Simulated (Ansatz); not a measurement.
Task: Name a neutral molecule of C, O, Si and H with HOMO–LUMO gap (PBE/def2-TZVPP) between 6.20 and 6.50 eV and LUMO energy (ωB97M-V/def2-TZVPP) between 1.70 and 2.00 eV (Ansatz, PBE0-D4/def2-TZVP geometry).

Result: `C[SiH](O)O[SiH2]O` (6.25 eV, 1.77 eV); `C[SiH2]C[SiH2]O` (6.20 eV, 1.79 eV); `O[SiH2]C[Si](O)(O)O` (6.29 eV, 1.77 eV). Other molecules can fit too; these were computed, each in one conformer that needn't be the lowest.
